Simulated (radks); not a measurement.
Task: Species: In III. Configuration: [Kr] 4d10 5s1 (the NIST ground configuration). Calculated with a radial shooting solver on a logarithmic mesh with Libxc functionals: scalar-relativistic Kohn-Sham, LB94 model potential, spin-polarised, spherical densities, finite nucleus; open shells are filled with parallel spins first (spin-orbit coupling, left out, can overturn this in heavy ions); Fermi nuclear charge, rms radius 4.6156 fm. Some entries of the table are withheld. Estimate them.

| orbital | occ. | eigenvalue (eV) | r(max) (bohr) | <1/r> (bohr^-1) |
|---|---|---|---|---|
| 1s up | 1 | -27915.55 | 0.01921 | 51.91 |
| 1s down | 1 | -27915.48 | 0.01921 | 51.91 |
| 2s up | 1 | -4214.883 | 0.1085 | 11.83 |
| 2s down | 1 | -4214.847 | 0.1085 | 11.83 |
| 2p up | 3 | -3790.785 | 0.08678 | 11.41 |
| 2p down | 3 | -3790.757 | 0.08678 | 11.41 |
| 3s up | 1 | -826.5424 | 0.3158 | 4.173 |
| 3s down | 1 | -826.5161 | 0.3159 | 4.172 |
| 3p up | 3 | -687.0873 | 0.3091 | 3.983 |
| 3p down | 3 | -687.0644 | 0.3091 | 3.983 |
| 3d up | 5 | -469.8025 | 0.2578 | 3.766 |
| 3d down | 5 | -469.7771 | 0.2578 | 3.766 |
| 4s up | 1 | -145.2738 | 0.7669 | 1.639 |
| 4s down | 1 | -145.1999 | 0.7670 | 1.638 |
| 4p up | 3 | -103.8314 | 0.8143 | 1.480 |
| 4p down | 3 | -103.8200 | 0.8147 | 1.478 |
| 4d down | 5 | -44.5967 | 0.9354 | 1.146 |
| 4d up | 5 | -44.3927 | 0.9327 | 1.152 |
| 5s down | 0 | -31.3837 | 1.992 | 0.5777 |
| 5s up | 1 | -30.7217 | 1.993 | 0.5750 |
| 5p down | 0 | -23.1139 | 2.342 | 0.4823 |
| 5p up | 0 | -22.5544 | 2.357 | 0.4770 |
| 5d down | 0 | (1) | 3.442 | 0.3327 |
| 6s down | 0 | -13.1038 | (2) | 0.2748 |
| 6s up | 0 | -12.8982 | (3) | 0.2723 |
| 5d up | 0 | (4) | 3.481 | 0.3258 |
| 4f down | 0 | (5) | 4.197 | 0.2494 |
| 4f up | 0 | (6) | 4.346 | 0.2398 |

Result: 
(1) 5d down eigenvalue (eV): -13.1706
(2) 6s down r(max) (bohr): 4.572
(3) 6s up r(max) (bohr): 4.612
(4) 5d up eigenvalue (eV): -12.8850
(5) 4f down eigenvalue (eV): -8.5222
(6) 4f up eigenvalue (eV): -8.3013
